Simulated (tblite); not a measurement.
A tight-binding relaxation on `CCCNB1CCCC1`.

Computed with GFN2-xTB geometry optimisation, gas phase (tblite 0.8.0). Start geometry: from a force field or distance geometry. The input is one job of a driver script: a line of settings, then coordinates in Å.

Command:
```bash
OMP_NUM_THREADS=1 python probes_run.py task.json out
```

Input:
```
{"job": {"kind": "relax", "xc": "GFN2-xTB", "basis": "xTB"}, "charge": 0, "multiplicity": 1}
C      4.055200     0.701200     0.528800
C      2.936700    -0.319000     0.292700
C      1.568200     0.331200     0.316000
N      0.524400    -0.667400     0.060000
B     -0.847600     0.000400    -0.010200
C     -1.912100    -0.167200     1.141400
C     -3.252900    -0.005900     0.442400
C     -3.040300    -0.359100    -1.023100
C     -1.615200     0.028500    -1.391100
H      4.028400     1.469300    -0.270000
H      5.031100     0.194500     0.517100
H      3.910200     1.198800     1.515600
H      2.989600    -1.091800     1.113100
H      3.111000    -0.824100    -0.679500
H      1.390800     0.836100     1.301500
H      1.529600     1.111400    -0.475600
H      0.512000    -1.329300     0.885600
H     -1.821500    -1.184200     1.594000
H     -1.766600     0.615600     1.928700
H     -3.584700     1.050700     0.530200
H     -4.026800    -0.656700     0.913900
H     -3.785300     0.163900    -1.670600
H     -3.166000    -1.453700    -1.148100
H     -1.186300    -0.687700    -2.122700
H     -1.592900     1.068500    -1.798300
```

Output:
```
step      E/eV     max force
  0    -742.39192    2.875
  1    -742.68938    1.762
  2    -742.82291    1.074
  3    -742.86891    0.552
  4    -742.89616    0.390
  5    -742.91439    0.379
  6    -742.95183    0.594
  7    -742.98119    0.583
  8    -743.00781    0.357
  9    -743.03027    0.368
... (119 lines left out)
129    -743.88673    0.037
130    -743.88687    0.032
131    -743.88702    0.025
132    -743.88716    0.025
133    -743.88726    0.021
134    -743.88736    0.018
135    -743.88743    0.016
136    -743.88747    0.012
137    -743.88750    0.011
138    -743.88752    0.009
```

«max force» is the largest atomic force in eV/Å.

Problem. From which step on does the largest force stay under 0.1 eV/Å, and how much energy is left to gain from there?

Solution. From step 107 (0.070 eV/Å), 10.0 meV above the end.

Main results: energy lowered by 34.5 kcal/mol over 138 steps; largest atomic force 0.009 eV/Å at the end.

Problem. Give the final coordinates.

Solution. 0.845 Å rms from the input after alignment:
```
atom  x, y, z in Å
C1     3.9776    0.3142   -0.1022
C2     2.7214   -0.2657    0.5347
C3     1.5486    0.7162    0.4622
N4     0.3479    0.1633    1.0506
B5    -0.8816   -0.0310    0.4567
C6    -2.1596   -0.6708    1.1623
C7    -3.3071   -0.3230    0.2019
C8    -2.6804   -0.3197   -1.1938
C9    -1.3099    0.3562   -1.0286
H10    3.7997    0.5459   -1.1498
H11    4.8000   -0.3944   -0.0406
H12    4.2754    1.2297    0.4048
H13    2.9211   -0.5097    1.5815
H14    2.4400   -1.1896    0.0258
H15    1.8246    1.6438    0.9819
H16    1.3357    0.9617   -0.5791
H17    0.4922   -0.1064    2.0141
H18   -2.0556   -1.7576    1.2206
H19   -2.3702   -0.3260    2.1754
H20   -3.6793    0.6777    0.4317
H21   -4.1453   -1.0185    0.2706
H22   -3.3151    0.1833   -1.9255
H23   -2.5365   -1.3508   -1.5244
H24   -0.6252    0.0554   -1.8229
H25   -1.4294    1.4398   -1.1160
```

The run took 2.1 s on an Arm Neoverse N1 with one thread, no GPU, on a shared host.
Labels such as C1 count atoms from 1, the log's own numbers from 0.
